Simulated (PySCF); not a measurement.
MoO₂Cl, SMILES [O]=[Mo+](=[O])[Cl], charge +1, multiplicity 1. Coordinates come from a PBE-D3(BJ)/def2-SVP optimisation. The spin state was assumed, not searched. The isomer is the one that the SMILES or the coordinates give; other isomers of the formula were not compared. The def2 effective core potentials stand for the cores of Mo; spin–orbit coupling is left out.

Level of theory: PBE-D3(BJ)/def2-SVP run with PySCF.

Harmonic wavenumbers (cm⁻¹): 214, 219, 381, 461, 1017, 1048. Rotational constants (GHz): 7.031, 2.844, 2.337; symmetry number 1.

Question: Work out the zero-point energy and the ideal-gas rigid-rotor harmonic-oscillator thermochemistry at 298.15 K and 1 atm.

Answer: ZPE = ½ Σ hcν = ½ × 3341 cm⁻¹ = 19.98 kJ/mol. H − E(el) = 34.41 kJ/mol. Entropy in J/(mol K): translation 172.30, rotation 110.18, vibration 24.85, total 307.33. G − E(el) = -57.22 kJ/mol. Cp = 63.23 J/(mol K).
